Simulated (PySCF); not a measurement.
ClH6NOSi2, SMILES O[Si@H](Cl)N[SiH3].

Geometry: PBE-D3(BJ)/def2-SVP. The structure was generated by enumeration; whether it is a known compound was not checked. The values are those of a single conformer.

Computed with PBE-D3(BJ)/def2-SVP (PySCF 2.14.0).

Frequencies are harmonic and unscaled.

```csv
mode,ν (cm⁻¹),IR (km/mol),moving atoms (share of kinetic energy)
1,54,1.7,"N 35 %, H 26 %, O 21 %, Si 15 %"
2,112,1.5,"Cl 46 %, Si 42 %, H 9 %"
3,135,0.3,H 96 %
4,183,6.7,"H 37 %, O 33 %, Cl 15 %, Si 10 %"
5,268,2.4,"Si 30 %, O 26 %, H 23 %, N 13 %"
6,288,77.0,"H 74 %, N 12 %"
7,330,29.2,"Si 32 %, H 28 %, Cl 16 %, N 13 %, O 11 %"
8,387,111.5,"H 49 %, N 25 %, O 16 %, Si 9 %"
9,510,47.2,"Si 47 %, Cl 41 %"
10,601,15.6,"H 49 %, Si 35 %, N 13 %"
11,685,28.4,"H 86 %, Si 9 %"
12,704,8.9,"H 79 %, N 13 %"
13,779,64.8,"H 74 %, O 22 %"
14,808,234.3,"H 60 %, N 20 %, Si 19 %"
15,877,418.3,"H 77 %, Si 13 %, O 9 %"
16,886,58.8,"Si 28 %, O 28 %, H 27 %, N 16 %"
17,904,67.5,H 96 %
18,915,173.9,"H 66 %, Si 17 %, N 13 %"
19,924,44.6,"H 77 %, Si 11 %"
20,968,62.3,"H 79 %, Si 10 %, N 9 %"
21,1147,192.3,"H 62 %, N 34 %"
22,2165,101.0,H 98 %
23,2167,125.4,H 96 %
24,2173,99.2,H 96 %
25,2239,110.8,H 97 %
26,3504,38.1,H 93 %
27,3748,70.4,H 94 %
```
